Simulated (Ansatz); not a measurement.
Cost and result up the ladder for Mg7O7 (the lowest singlet isomer of a short search) (14 atoms). Charge 0, multiplicity 1. Geometry: r2SCAN-D4/def2-SVP.

Cartesian coordinates in Å:
```
Mg -1.339 2.409 2.736
Mg 2.070 2.591 2.236
Mg 2.803 -1.586 -2.189
Mg -3.343 -1.886 -1.256
Mg 3.946 0.795 0.019
Mg -3.742 0.451 1.215
Mg -0.394 -2.774 -2.760
O -2.935 1.667 2.294
O -4.135 -0.827 -0.012
O 3.517 1.983 1.322
O 3.912 -0.477 -1.275
O 1.400 -2.518 -2.862
O -2.162 -2.722 -2.350
O 0.403 2.895 2.884
```

Ansatz on 4 threads of Arm Neoverse V2 on a shared host. Times are rough, and most runs start from the orbitals of an earlier one. r2SCAN0-D4/def2-TZVP serves as the yardstick here, not as an exact answer. Differences are given only for rows in sets of like size (and for xTB, whose basis is part of the method), since another set adds its own error. Binding counts from free atoms at the same level (Mg singlet, O triplet; other spins of the atoms weren't run), without zero-point energy or a counterpoise term.

B3LYP takes the VWN-RPA correlation. Correlated methods freeze 14 core orbitals; core or outer-core shells of Mg are correlated, in sets that lack core-valence functions. The rows differ in basis, and correlated rows in double-zeta sets carry the largest basis error. The structure comes from a short search, and lower isomers may exist.

Correlated methods converge slowly with the basis, most of all in double-zeta sets.

| level | functions | wall time |
| --- | --- | --- |
| HF/6-31G | 154 | 1.8 s |
| PBE-D4/def2-SVP | 224 | 5.5 s |
| B3LYP-D4/6-31G | 154 | 5.5 s |
| MP2/def2-SVP | 224 | 7 s |
| PBE0-D4/def2-SVP | 224 | 10 s |
| PBE-D4/def2-TZVP | 441 | 11 s |
| r2SCAN-D4/def2-TZVP | 441 | 21 s |
| B97M-V/def2-TZVP | 441 | 37 s |
| r2SCAN0-D4/def2-TZVP | 441 | 40 s |
| PBE0-D4/def2-TZVP (with forces) | 441 | 47 s |

Task: Estimate what each level gives for the binding energy per atom (eV).

Result: 
```json
{"level": "HF/6-31G", "binding energy per atom (eV)": "1.91", "difference from r2SCAN0-D4/def2-TZVP (eV)": "–"}
{"level": "PBE-D4/def2-SVP", "binding energy per atom (eV)": "3.71", "difference from r2SCAN0-D4/def2-TZVP (eV)": "–"}
{"level": "B3LYP-D4/6-31G", "binding energy per atom (eV)": "3.20", "difference from r2SCAN0-D4/def2-TZVP (eV)": "–"}
{"level": "MP2/def2-SVP", "binding energy per atom (eV)": "3.63", "difference from r2SCAN0-D4/def2-TZVP (eV)": "–"}
{"level": "PBE0-D4/def2-SVP", "binding energy per atom (eV)": "3.50", "difference from r2SCAN0-D4/def2-TZVP (eV)": "–"}
{"level": "PBE-D4/def2-TZVP", "binding energy per atom (eV)": "3.64", "difference from r2SCAN0-D4/def2-TZVP (eV)": "0.19"}
{"level": "r2SCAN-D4/def2-TZVP", "binding energy per atom (eV)": "3.66", "difference from r2SCAN0-D4/def2-TZVP (eV)": "0.20"}
{"level": "B97M-V/def2-TZVP", "binding energy per atom (eV)": "3.50", "difference from r2SCAN0-D4/def2-TZVP (eV)": "0.05"}
{"level": "r2SCAN0-D4/def2-TZVP", "binding energy per atom (eV)": "3.45", "difference from r2SCAN0-D4/def2-TZVP (eV)": "0.00"}
{"level": "PBE0-D4/def2-TZVP (with forces)", "binding energy per atom (eV)": "3.45", "difference from r2SCAN0-D4/def2-TZVP (eV)": "-0.01"}
```
